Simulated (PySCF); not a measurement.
Computed shifts of a molecule CH5BFNO, PBE/pcSseg-1 in PySCF, GIAO, gas phase, equivalent atoms averaged, in ppm (number of nuclei): ¹⁵N: 77.3 (1). ¹³C: 81.0 (1). ¹⁹F: -328.8 (1). ¹H: 4.75 (2), 3.60 (1), 3.15 (1), 2.42 (1). References: ¹⁵N against NH3 (σ = 267.0 ppm); ¹¹B against BF3 (σ = 83.9 ppm); ¹⁷O against H2O (σ = 334.3 ppm); ¹³C against TMS (σ = 182.0 ppm); ¹⁹F against CFCl3 (σ = 133.6 ppm); ¹H against TMS (σ = 31.49 ppm), references at their B3LYP-D3(BJ)/def2-TZVP geometries, non-relativistic. Coordinates come from a PBE0-D3(BJ)/def2-SVP optimisation. One conformer was computed; it need not be the lowest.

Pick the molecule that these values belong to.
A) NB(O)CF
B) COB(N)F
C) CNB(O)F

A, NB(O)CF
